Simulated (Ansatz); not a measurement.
`OC1NCS1` + SiH₄ → `[SiH3]C1NCS1` + H₂O at 400 K and 1 bar (formal exchange of groups at a C–O bond).

Computed with Ansatz on PBE0-D4/def2-TZVP structures; ΔE is electronic, products minus reactants. CBS: MP2 limit from def2 TZ/QZ plus the TZ coupled-cluster correction, frozen cores. This one scheme is used for every species. Each species was taken in one conformer, which may not be the lowest.

| species | CCSD(T)/CBS energy (Eh) | H − E (kJ/mol) | S (J/(mol·K)) |
| --- | --- | --- | --- |
| `OC1NCS1` | -606.71848 | 230.1 | 335.0 |
| SiH₄ | -291.46306 | 96.9 | 218.6 |
| `[SiH3]C1NCS1` | -821.81773 | 262.5 | 370.7 |
| H₂O | -76.37941 | 69.8 | 198.6 |

H − E and S are ideal-gas, rigid-rotor, harmonic terms from PBE0-D4/def2-TZVP, for one conformer and one mirror image of each species. 1 Eh = 2625.50 kJ/mol, R = 8.31446 J/(mol·K).

**Question.** By hand: ΔE, ΔH, ΔS and ΔG.

**Answer.** ΔE = (-821.81773) + (-76.37941) − (-606.71848) − (-291.46306) = -0.01560 Eh = -41.0 kJ/mol. Δ(H − E) = 262.5 + 69.8 − 230.1 − 96.9 = 5.3, so ΔH = -35.7 kJ/mol. ΔS = 370.7 + 198.6 − 335.0 − 218.6 = 15.7 J/(mol·K). ΔG = -35.7 − 400 × (15.7)/1000 = -42.0 kJ/mol.

**Question.** By hand: the equilibrium constant, and the temperature at which ΔG would vanish if ΔH and ΔS stayed fixed.

**Answer.** log₁₀ K = −ΔG/(RT ln 10) = 5.5. ΔH and −TΔS have one sign here, so there is no such temperature.

ΔH outweighs TΔS. A doubt of 5 kJ/mol in ΔE shifts log₁₀ K by 0.7 here. Other conformers and mirror images would add mixing entropy, several J/(mol·K) or more a flexible species. These are equilibria of isolated gas molecules and say nothing of rates. Largest T1 diagnostic: 0.012 (customary marks: 0.02 for closed shells, 0.045 for open ones).
